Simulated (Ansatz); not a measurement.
`CS[SiH](C)Cl` + H–F → `C[SiH](F)Cl` + CH₃SH at 700 K and 1 bar (ligand exchange at the Si–S bond).

Computed with Ansatz on PBE0-D4/def2-TZVP structures; ΔE is electronic, products minus reactants. CBS: MP2 limit from def2 TZ/QZ plus the TZ coupled-cluster correction, frozen cores. This one scheme is used for every species. One conformer a species, not always the lowest.

| species | CCSD(T)/CBS energy (Eh) | H − E (kJ/mol) | S (J/(mol·K)) |
| --- | --- | --- | --- |
| `CS[SiH](C)Cl` | -1227.04847 | 317.1 | 513.5 |
| H–F | -100.39570 | 45.2 | 198.5 |
| `C[SiH](F)Cl` | -889.24457 | 194.0 | 410.2 |
| CH₃SH | -438.22835 | 160.2 | 309.0 |

H − E and S are ideal-gas, rigid-rotor, harmonic terms from PBE0-D4/def2-TZVP, for one conformer and one mirror image of each species. 1 Eh = 2625.50 kJ/mol, R = 8.31446 J/(mol·K).

Q: By hand: ΔE, ΔH, ΔS and ΔG.

A: ΔE = (-889.24457) + (-438.22835) − (-1227.04847) − (-100.39570) = -0.02875 Eh = -75.5 kJ/mol. Δ(H − E) = 194.0 + 160.2 − 317.1 − 45.2 = -8.1, so ΔH = -83.6 kJ/mol. ΔS = 410.2 + 309.0 − 513.5 − 198.5 = 7.2 J/(mol·K). ΔG = -83.6 − 700 × (7.2)/1000 = -88.6 kJ/mol.

Q: By hand: the equilibrium constant, and the temperature at which ΔG would vanish if ΔH and ΔS stayed fixed.

A: log₁₀ K = −ΔG/(RT ln 10) = 6.6. ΔH and −TΔS have one sign here, so there is no such temperature.

The number of gas molecules stays the same, so ΔS is small and ΔH decides. A doubt of 5 kJ/mol in ΔE shifts log₁₀ K by 0.4 here. Other conformers and mirror images would add mixing entropy, several J/(mol·K) or more a flexible species. These are equilibria of isolated gas molecules and say nothing of rates. Largest T1 diagnostic: 0.010 (customary marks: 0.02 for closed shells, 0.045 for open ones).

ΔS is within the doubt of such terms, so its sign, and with it that verdict, could turn.
